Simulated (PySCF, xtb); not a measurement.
C6H8, SMILES C(=C)=CC1CC1.

GFN2-xTB in xtb at its own geometry gives an orbital gap of 5.01 eV and a dipole moment of 0.30 D.

The structure is a stationary point at PBE0-D3(BJ)/def2-SVP. Other conformers were not sampled.

Q: What does PBE/def2-TZVP (PySCF) give? (Estimate from the structure and the level; the computed values follow.)

A: gap 4.94 eV (levels -5.64 and -0.70 eV), dipole 0.63 D.
